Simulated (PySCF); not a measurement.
B3LYP has the VWN-RPA correlation part, as in Gaussian. 

```xyz
4

O      1.2240    -0.0989    -0.0743
C     -0.0104    -0.1121    -0.0156
O     -0.9833    -0.8108    -0.0682
H     -0.2302     1.0217     0.1581
```

Charge 0, multiplicity 2.

Task: Give the Mulliken and meta-Löwdin atomic charges from B3LYP-D3(BJ)/def2-TZVP // PBE0-D4/def2-TZVP run with PySCF 2.14.0.

Result: 
```tsv
atom	Mulliken (e)	meta-Löwdin (e)
O1	-0.18	-0.29
C2	0.22	0.46
O3	-0.21	-0.36
H4	0.17	0.19
```
